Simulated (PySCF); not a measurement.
# An excited-state table with gaps

Species: C4H9F3Si.
InChI=1S/C4H9F3Si/c1-3(2-5)4(6,7)8/h3H,2H2,1,8H3/t3-/m0/s1

Method: TDDFT wB97X-D/def2-SVPD, vertical, gas phase, core orbitals frozen in the response in PySCF 2.14.0, density-fitted response routines. Geometry: GFN2-xTB, one conformer, isolated molecule. Torsions of this conformer, `[CH3:1][C@@H:2]([CH2:3][F:4])[C:5]([F:6])([F:7])[SiH3:8]`: C1–C2–C3–F4 60°, C1–C2–C5–F6 169°.

Orbital energies (eV): HOMO-3 -12.04, HOMO-2 -11.78, HOMO-1 -11.61, HOMO -10.41, LUMO 2.15, LUMO+1 2.20, LUMO+2 2.62.

Lowest singlets, with some entries withheld (?).

```
state  ν̃ (cm⁻¹)       f     main configurations (H = HOMO, L = LUMO)
   S1          ?       ?                                            ?
   S2      67540   0.080          H→L+1 (49%), H→L+3 (22%), H→L (18%)
   S3      71220   0.077                                    H→L (53%)
   S4      72020   0.132        H→L+1 (23%), H-1→L+1 (20%), H→L (16%)
   S5      73170   0.012      H-1→L+1 (25%), H→L+2 (14%), H→L+5 (12%)
   S6      74830  0.0032  H-3→L+1 (33%), H-4→L+1 (22%), H-2→L+1 (15%)
   S7      76390   0.026        H→L+2 (38%), H→L+5 (21%), H→L+4 (19%)
   S8          ?       ?                                            ?
```

Supply the missing values.

- S1: ν̃ = 66760 cm⁻¹; f = 0.010; H→L+3 (56%), H→L+2 (15%), H→L+1 (9%)
- S8: ν̃ = 77500 cm⁻¹; f = 0.0067; H-1→L (17%), H-1→L+3 (16%), H→L+5 (13%)

What is the mean static polarisability from the same response equations?

76.4 au (11.33 Å³), with principal values 72.2, 74.5 and 82.7 au.

Where do the lowest triplets lie (Tamm–Dancoff)?

T1 7.70 eV, H→L+3 (38%), H→L+1 (27%), H→L+2 (12%); T2 7.74 eV, H→L+1 (49%), H→L+3 (33%); T3 8.36 eV, H→L+5 (23%), H→L+2 (23%), H→L+7 (18%). E(S1) − E(T1) = +0.58 eV.

How far apart are S4 and S8, in eV and cm⁻¹?

9.609 − 8.929 = 0.680 eV, or about 5480 cm⁻¹.
